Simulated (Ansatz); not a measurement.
`BC#CF` + `N[SiH3]` → `BN[SiH3]` + `C#CF` at 700 K and 1 bar (ligand exchange at a B–C bond).

Program: Ansatz. Geometries: PBE0-D4/def2-TZVP. ΔE: electronic, gas phase. CCSD(T)/CBS adds triple-zeta CCSD(T) − MP2 to the extrapolated MP2 energy (def2 sets, frozen cores). This one scheme is used for every species.

| species | CCSD(T)/CBS energy (Eh) | H − E (kJ/mol) | S (J/(mol·K)) |
| --- | --- | --- | --- |
| `BC#CF` | -201.77815 | 133.3 | 345.5 |
| `N[SiH3]` | -346.80422 | 180.7 | 336.3 |
| `BN[SiH3]` | -372.22946 | 227.4 | 384.8 |
| `C#CF` | -176.38388 | 89.3 | 279.4 |

H − E and S are ideal-gas, rigid-rotor, harmonic terms from PBE0-D4/def2-TZVP. 1 Eh = 2625.50 kJ/mol, R = 8.31446 J/(mol·K).

Question: By hand: ΔE, ΔH, ΔS and ΔG.

Answer: ΔE = (-372.22946) + (-176.38388) − (-201.77815) − (-346.80422) = -0.03097 Eh = -81.3 kJ/mol. Δ(H − E) = 227.4 + 89.3 − 133.3 − 180.7 = 2.7, so ΔH = -78.6 kJ/mol. ΔS = 384.8 + 279.4 − 345.5 − 336.3 = -17.6 J/(mol·K). ΔG = -78.6 − 700 × (-17.6)/1000 = -66.3 kJ/mol.

Question: By hand: the equilibrium constant, and the temperature at which ΔG would vanish if ΔH and ΔS stayed fixed.

Answer: log₁₀ K = −ΔG/(RT ln 10) = 4.9. ΔG = 0 at ΔH/ΔS = 4466 K, far beyond where these terms or the molecules hold.

ΔH outweighs TΔS. A doubt of 5 kJ/mol in ΔE shifts log₁₀ K by 0.4 here. These are equilibria of isolated gas molecules and say nothing of rates. Largest T1 diagnostic: 0.014 (customary marks: 0.02 for closed shells, 0.045 for open ones).
